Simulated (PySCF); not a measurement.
**Spinor energies of Zn²⁺ (zinc, charge +2)**

Start: [Ar] 3d10. Calculated with PySCF 2.14 in x2c-TZVPall-2c (6s7p4d1f, 54 functions): generalised Hartree-Fock with the X2C-1e Hamiltonian and a Gaussian nucleus; one run each with spin-orbit coupling (SO) switched off, then screened by Boettger's factors.

```csv
spinor shell,electrons,"ε, spin-free (eV)","ε, screened SO (eV)",weight of nominal j (screened SO),"rms radius, screened SO (bohr)"
1s1/2,2,-9750.6,-9750.5,1.000,0.0580
2s1/2,2,-1253.9,-1253.9,1.000,0.244
2p1/2,2,-1085.4,-1101.8,1.000,0.217
2p3/2,4,-1085.4,-1077.4,1.000,0.220
3s1/2,2,-178.26,-178.25,1.000,0.732
3p1/2,2,-126.19,-128.44,1.000,0.769
3p3/2,4,-126.19,-125.11,1.000,0.780
3d3/2,4,-41.423,-41.684,1.000,0.979
3d5/2,6,-41.423,-41.250,1.000,0.987
```

```csv
quantity,spin-free,screened SO
E (hartree),-1793.32039,-1793.37143
M_J,0,0
⟨J²⟩,0.000,0.000
⟨L²⟩,0.000,0.002
⟨S²⟩,0.000,0.002
```

Without spin-orbit coupling the j labels of p, d and f shells carry no meaning; the spin-free column gives the mean over the occupied spinors of each nl shell.
